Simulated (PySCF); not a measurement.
Species: `[SiH3]O[SiH2]C1=CC=C/C1=C\Cl`. The columns A, B, C and D hold Mulliken, IAO, Hirshfeld and ESP-fitted charges (e) of one PBE0/pcSseg-1 density (PySCF), in a shuffled order. Coordinates in Å (GFN2-xTB); the density's dipole moment is (-0.14, 0.42, -0.56) D.

| atom | x | y | z | A | B | C | D |
| --- | --- | --- | --- | --- | --- | --- | --- |
| Si1 | 2.732 | 1.025 | 1.083 | +0.712 | +0.581 | +0.880 | +0.388 |
| O2 | 2.143 | -0.307 | 0.375 | -0.740 | -0.441 | -0.894 | -0.303 |
| Si3 | 1.309 | -1.205 | -0.695 | +0.934 | +0.585 | +1.004 | +0.394 |
| C4 | -0.431 | -0.535 | -0.853 | -0.306 | -0.368 | -0.338 | -0.120 |
| C5 | -1.156 | -0.375 | -1.988 | -0.078 | -0.091 | -0.138 | -0.046 |
| C6 | -2.458 | 0.179 | -1.681 | -0.052 | -0.130 | -0.156 | -0.049 |
| C7 | -2.547 | 0.363 | -0.349 | +0.005 | -0.368 | -0.178 | -0.067 |
| C8 | -1.293 | -0.073 | 0.248 | -0.182 | +0.438 | +0.001 | -0.017 |
| C9 | -0.948 | -0.076 | 1.541 | -0.044 | -0.359 | -0.125 | +0.007 |
| Cl10 | -1.969 | 0.471 | 2.790 | -0.047 | -0.003 | +0.021 | +0.011 |
| H11 | 1.656 | 2.014 | 1.163 | -0.113 | -0.116 | -0.148 | -0.083 |
| H12 | 3.153 | 0.567 | 2.405 | -0.122 | -0.130 | -0.144 | -0.081 |
| H13 | 3.847 | 1.509 | 0.273 | -0.112 | -0.113 | -0.144 | -0.078 |
| H14 | 1.342 | -2.546 | -0.106 | -0.127 | -0.130 | -0.151 | -0.086 |
| H15 | 2.004 | -1.121 | -1.979 | -0.131 | -0.108 | -0.147 | -0.081 |
| H16 | -0.826 | -0.616 | -2.983 | +0.076 | +0.147 | +0.154 | +0.052 |
| H17 | -3.211 | 0.400 | -2.415 | +0.083 | +0.161 | +0.160 | +0.056 |
| H18 | -3.374 | 0.758 | 0.210 | +0.081 | +0.195 | +0.164 | +0.045 |
| H19 | 0.016 | -0.425 | 1.880 | +0.164 | +0.249 | +0.177 | +0.059 |

Task: Which column most likely holds the ESP-fitted charges?

Result: B. Σ q r misses the density's dipole by 0.07 D (B), 0.62 D (C), 0.87 D (D), 1.44 D (A). Charges fitted to the outside potential are the only set here that is tied to the molecule's multipoles.

Task: And the Hirshfeld charges?

Result: D. The mean sizes are 0.107 e (D), 0.216 e (A), 0.248 e (B), 0.270 e (C), and Hirshfeld charges are commonly the smallest of these schemes.

As computed, A = Mulliken, B = ESP-fitted, C = IAO, D = Hirshfeld. Hydrogens on carbon: Mulliken +0.08 to +0.16, ESP-fitted +0.15 to +0.25, IAO +0.15 to +0.18, Hirshfeld +0.04 to +0.06 e.

The IAO scheme counts the electrons in orthogonalised intrinsic atomic orbitals, a minimal basis polarised so that it spans the occupied orbitals exactly. The Hirshfeld scheme divides the density at each point in proportion to the densities of the neutral, spherically averaged free atoms.

The structure is a single GFN2-xTB conformer in the gas phase; no vibrational or solvent corrections.

Conformer computed: `[SiH3:1][O:2][SiH2:3][C:4]1=[CH:5][CH:6]=[CH:7]/[C:8]1=[CH:9]\[Cl:10]`: Si1–O2–Si3–C4 -49°, O2–Si3–C4–C5 138°.
